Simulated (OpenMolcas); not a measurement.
**Ir VIII: effect of the IPEA shift**

```
Program             : OpenMolcas
Basis               : ANO-RCC-VTZP [8s7p5d3f1g]
Scalar Hamiltonian  : DKH2, point nucleus
Active space        : 2 electrons in 5 orbitals (5d)
State averaging     : 2S+1 = 3 even, 10 roots; 2S+1 = 1 even, 15 roots kept (CI in the orbitals of an earlier block)
Spin-orbit coupling : RASSI with atomic mean-field integrals over the reference wave functions, term energies averaged over their components
```

Methods on the same reference wave functions:
A. CASSCF
B. SS-CASPT2, IPEA 0 Eh, imaginary shift 0.1 Eh (closed shells correlated: 5s 5p)
C. SS-CASPT2, IPEA 0.25 Eh, imaginary shift 0.1 Eh (closed shells correlated: 5s 5p)

Energies in cm-1 above 5d2 3F2, the measured ground level; measured values from van het Hof, Joshi, Wyart and Sugar, J. Res. Natl. Inst. Stand. Technol. 100, 687 (1995).

```json
{"Level": "5d2 3F2", "A": "0.0", "B": "0.0", "C": "0.0", "Measured": "0.0"}
{"Level": "5d2 3F3", "A": "12769", "B": "13120", "C": "13120", "Measured": "12672"}
{"Level": "5d2 3P0", "A": "19731", "B": "17630", "C": "17840", "Measured": "17254"}
{"Level": "5d2 3F4", "A": "22400", "B": "22370", "C": "22350", "Measured": "21615"}
{"Level": "5d2 3P1", "A": "27724", "B": "26040", "C": "26280", "Measured": "25221"}
{"Level": "5d2 1G4", "A": "39010", "B": "37690", "C": "37600", "Measured": "36253"}
{"Level": "5d2 3P2 [55 %]", "A": "41867", "B": "39950", "C": "40080", "Measured": ""}
{"Level": "5d2 1S0", "A": "72014", "B": "66640", "C": "66600", "Measured": "65022"}
```

Deviations, from unrounded energies. A percentage is the sum of absolute deviations over the sum of measured energies, with the sign that they share, or ± where signs differ.

| Against measurement | Levels | A | B | C |
| --- | --- | --- | --- | --- |
| mean absolute deviation (cm-1) | 6 | 2600 | 910 | 960 |
| fine structure of the ground term (%) | 2 | +2.6 | +3.5 | +3.5 |
| other terms of the ground configuration (%) | 4 | +10.2 | +3.0 | +3.2 |

B, C lie about equally close to measurement and A furthest from it. The largest miss of B in the table is 5d2 1S0, by +1600 cm-1. The ranking rests on the paired levels alone, and a cruder setting can come out closer through cancelling errors.

Between B and C the level of the table that moves most is 5d2 3P1, by 240 cm-1 (lowest in B, highest in C). Moves below CASPT2's spread within the term are not significant.

The mean deviations of B to C differ by less than CASPT2's widest spread within a term (670 cm-1), so their order carries little weight.

From A to B the spin-free energies of the other terms of 5d2 shown, above 3F, scale by factors of 0.86 to 0.90, as is usual when dynamic correlation screens the repulsion within a d or f shell.

The lowest spin-free term lies below A's lowest term by 0.212 hartree in B, 0.209 hartree in C.

CASPT2 does not keep the components of a term degenerate, so their means are used; among the terms shown or strongly mixed into the levels shown the widest spread is 670 cm-1 (5d2 1G, B). Terms from blocks run as CI alone lack orbitals of their own. Without dynamic correlation excited terms often stand tens of per cent too high (terms of higher spin than the ground term too low), and those without a measured partner can miss by more than the paired ones (holds for A). Computed and measured levels are paired by configuration, term and J; levels that our copy of the source lacks, or whose pairing is in doubt (as where it misses far off the trend of its configuration), stay unpaired and out of the deviations. Only configurations of the active space appear. Levels that lie high or do not pair safely by name in every column are left out.

A share in square brackets marks a mixed level and gives the weight of the term that names it, the lowest over the columns.
